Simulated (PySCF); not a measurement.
Predicted microwave data (PBE0/pcSseg-1 in PySCF (dipole) on a GFN2-xTB geometry, gas phase) for one isomer of C5H5F2NO2:

- Rotational constants: A = 1560, B = 1227, C = 877.5 MHz
- Dipole components: |μa| = 1.36 D, |μb| = 3.65 D, |μc| = 0.37 D
- Inertial defect: -159.96 u·Å²
- κ: 0.02

Question: Which structure is it? (One computed conformer of each.)
A. `[CH3:1][O:2][C@@H:3]([F:4])[C@:5]1([C:6]#[N:7])[O:8][C@@H:9]1[F:10]` with C1–O2–C3–F4 68°, O2–C3–C5–C6 -68°
B. `[CH3:1][O:2][CH2:3][C@@:4]1([C:5]#[N:6])[O:7][C:8]1([F:9])[F:10]` with C1–O2–C3–C4 180°, O2–C3–C4–C5 70°
C. `[CH3:1][C@@:2]1([O:3][CH:4]([F:5])[F:6])[O:7][C@@H:8]1[C:9]#[N:10]` with C1–C2–O3–C4 54°, C2–O3–C4–F5 44°
D. `[N:1]#[C:2][C@@H:3]1[CH2:4][O:5][C@@H:6]([F:7])[C@H:8]([F:9])[O:10]1` with C2–C3–C4–O5 -66°, C3–C4–O5–C6 -57°, C4–O5–C6–F7 -72°, O5–C6–C8–F9 83°

Answer: A. It is CO[C@@H](F)[C@]1(C#N)O[C@@H]1F, an asymmetric top, point group C1. The candidates at the same level (rigid rotor, commonest isotopes):

```json
{"SMILES": "COC[C@@]1(C#N)OC1(F)F", "A (MHz)": "1728", "B (MHz)": "1103", "C (MHz)": "801.5", "μa (D)": "3.20", "μb (D)": "2.55", "μc (D)": "1.63", "Δ (u·Å²)": "-120.08", "point group": "C1", "rotor": "asymmetric top"}
{"SMILES": "CO[C@@H](F)[C@]1(C#N)O[C@@H]1F", "A (MHz)": "1560", "B (MHz)": "1227", "C (MHz)": "877.5", "μa (D)": "1.36", "μb (D)": "3.65", "μc (D)": "0.37", "Δ (u·Å²)": "-159.96", "point group": "C1", "rotor": "asymmetric top"}
{"SMILES": "N#C[C@@H]1CO[C@@H](F)[C@H](F)O1", "A (MHz)": "2203", "B (MHz)": "1227", "C (MHz)": "1026", "μa (D)": "2.14", "μb (D)": "1.92", "μc (D)": "2.14", "Δ (u·Å²)": "-148.79", "point group": "C1", "rotor": "asymmetric top"}
{"SMILES": "C[C@@]1(OC(F)F)O[C@@H]1C#N", "A (MHz)": "2410", "B (MHz)": "913.1", "C (MHz)": "820.8", "μa (D)": "1.56", "μb (D)": "2.83", "μc (D)": "1.32", "Δ (u·Å²)": "-147.51", "point group": "C1", "rotor": "asymmetric top"}
```

`N#C[C@@H]1CO[C@@H](F)[C@H](F)O1` has A 41 % too high; `COC[C@@]1(C#N)OC1(F)F` has A 11 % too high; `C[C@@]1(OC(F)F)O[C@@H]1C#N` has A 54 % too high. No structure here is proved a minimum.
